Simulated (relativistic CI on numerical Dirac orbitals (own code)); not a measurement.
Hyperfine structure of Hf²¹⁺, mass number 179

Computed by Dirac-Coulomb-Breit CI, KLI orbitals optimised for each configuration, QED by a radiative potential, unscaled Slater integrals (own radial code, finite nucleus).

CI space (outside the closed core [Ar] 3d10 4p6 4d10): 4s2 4f5, 4s2 4f4 5s, 4s2 4f3 5s2, 4s2 4f4 5p, 4s2 4f3 5s 5p, 4s2 4f3 5p2, 4s2 4f4 6s, 4s 4f6. Levels of other configurations are missing.

Nuclear spin I = 9/2, μ = -0.6389 μN, Q = 3.79 b (tables of Stone and Pyykkö). The electronic factors are computed for point nuclear moments, without core polarisation or the Bohr-Weisskopf and QED corrections.

```json
{"Level": "4s2 4f5 6H°_5/2", "E (eV)": "0.0000", "A (MHz)": "-507.3", "B (MHz)": "-9380"}
{"Level": "4s2 4f5 6H°_7/2", "E (eV)": "0.8370", "A (MHz)": "-354.8", "B (MHz)": "-8030"}
{"Level": "4s2 4f5 6H°_9/2", "E (eV)": "1.6710", "A (MHz)": "-291.9", "B (MHz)": "-8110"}
{"Level": "4s2 4f5 6H°_11/2", "E (eV)": "2.4557", "A (MHz)": "-266", "B (MHz)": "-9110"}
{"Level": "4s2 4f5 6F°_3/2", "E (eV)": "2.6029", "A (MHz)": "-390.4", "B (MHz)": "-1240"}
{"Level": "4s2 4f5 6F°_1/2", "E (eV)": "2.6188", "A (MHz)": "-1030", "B (MHz)": ""}
{"Level": "4s2 4f5 6F°_5/2", "E (eV)": "2.7095", "A (MHz)": "-294.5", "B (MHz)": "-2080"}
{"Level": "4s2 4f5 6H°_13/2", "E (eV)": "3.1749", "A (MHz)": "-257.5", "B (MHz)": "-10800"}
```

Levels with J = 0, under 50 % of one LS term, or S terms without an open s electron are left out. Small factors come from cancelling terms and can be off by tens of per cent or more.

At this charge energies of transitions that change n are usually good to better than 1 %, and those within a shell (Δn = 0) to a few per cent. Terms inside the open d or f shell come out 10 to 20 % too wide with unscaled integrals.

Task: Give the hyperfine levels of 4s2 4f5 6H°_5/2 relative to its centre of gravity.

Result: With K = F(F + 1) − I(I + 1) − J(J + 1), E = AK/2 + B[¾K(K + 1) − I(I + 1)J(J + 1)]/[2I(2I − 1)J(2J − 1)]: F = 2: 2674, F = 3: 3967, F = 4: 4597, F = 5: 3624, F = 6: -122.8, F = 7: -8052 MHz.

LS names give the leading component of a level, which can be under half, so a name can repeat, a term be missing and a line seem to break the LS rules.
